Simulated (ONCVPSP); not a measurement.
What one change does to a pseudopotential (antimony (Sb), ONCV)

Sb, optimised norm-conserving Vanderbilt (ONCV), made with ONCVPSP 4.0.1 (PBE, scalar-relativistic). Core [Kr] 4d10, reference 5s2 5p3. Waves: 5s: rc 2.00 bohr, ncon 4, nbas 8, qcut 3.3 1/bohr, 2 projectors, debl 2.1 Ha; 5p: rc 2.00 bohr, ncon 4, nbas 9, qcut 4.2 1/bohr, local. Local part: the p channel. Core correction: polynomial model core, fcfact 0.6.

All-electron outer shells of the reference configuration (PBE, scalar-relativistic, ld1.x):

```csv
shell,level (eV),outermost node (bohr),outermost maximum (bohr)
4p,-101.79,0.39,0.76
4d,-33.51,0.38,0.84
5s,-12.83,0.95,1.90
5p,-4.83,1.04,2.35
```

Change: s: rc 2.6.

Cutoffs: the cutoffs (Ha) at which the residual kinetic energy of the hardest occupied pseudo-wave falls to 1 and 0.1 mHa per electron; they do not see the model core or the augmentation charge, which bear on the density cutoff. Errors are all-electron minus pseudo energies relative to the spin-unpolarised reference configuration.

Q: What does the change do?

A: The potential gets softer (11 Ha and 39 Ha → 6.3 Ha and 14 Ha); of the 4 tests that both files solve, the error grows in 0 and shrinks in 1 by more than 15 % and 0.3 meV (median size 22.0 → 19.0 meV); neither file shows a bound ghost. A larger radius leaves more room for a smooth pseudo-wave, so fewer plane waves are needed.

```tsv
quantity	base	changed
cutoff, loose	11 Ha	6.3 Ha
cutoff, tight	39 Ha	14 Ha
loose cutoff by channel	s 11 Ha, p 6.3 Ha	s 4.9 Ha, p 6.3 Ha
bound ghosts	none	none
GHOST(+) flags under 300 eV	none	none
error for 5s2 5p2, meV [ΔE 8.32 eV]	-5.7	-5.1
error for 5s2 5p1, meV [ΔE 24.29 eV]	-38	-33
error for 5s2 5p0, meV [ΔE 48.70 eV]	-145	-122
error for 5s2 5p2.5, meV [ΔE 3.26 eV]	-1.3	-1.3
p: phases at 2.03 bohr within 0.05 rad from the reference energy up to (Ha; the scan ends near 5)	2.4	2.4
rms error of d²Exc/dni dnj with the model core, mHa	0.15	0.67
```
